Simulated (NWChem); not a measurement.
Molecule: CH₅BFN; SMILES CB(N)F

```xyz
9

B      0.0251     0.0533     0.0011
F      1.2864     0.5603     0.0001
C     -0.1652    -1.5130     0.0003
H      0.2995    -1.9525    -0.9080
H     -1.2226    -1.8411     0.0367
H      0.3665    -1.9643     0.8645
N     -1.0365     0.9773     0.0001
H     -2.0158     0.6992     0.0009
H     -0.8840     1.9863    -0.0024
```
Atoms are numbered in this order, from 1.

Computed with NWChem. Geometry: optimised at PBE-D3(BJ)/def2-SVP. Total energies compare along this basis series because the functional is fixed.

```csv
level,basis functions,energy (Ha),highest occupied level (eV),orbital gap (eV),dipole (D)
TPSS/cc-pVDZ,81,-220.7130,-6.52,7.43,2.23
TPSS/aug-cc-pVDZ,137,-220.7337,-6.89,6.25,2.15
TPSS/cc-pVTZ,190,-220.7910,?,?,2.20
```

### Question
Fill in the missing entries.

### Answer

- TPSS/cc-pVTZ, highest occupied level (eV): -6.80
- TPSS/cc-pVTZ, orbital gap (eV): 7.28
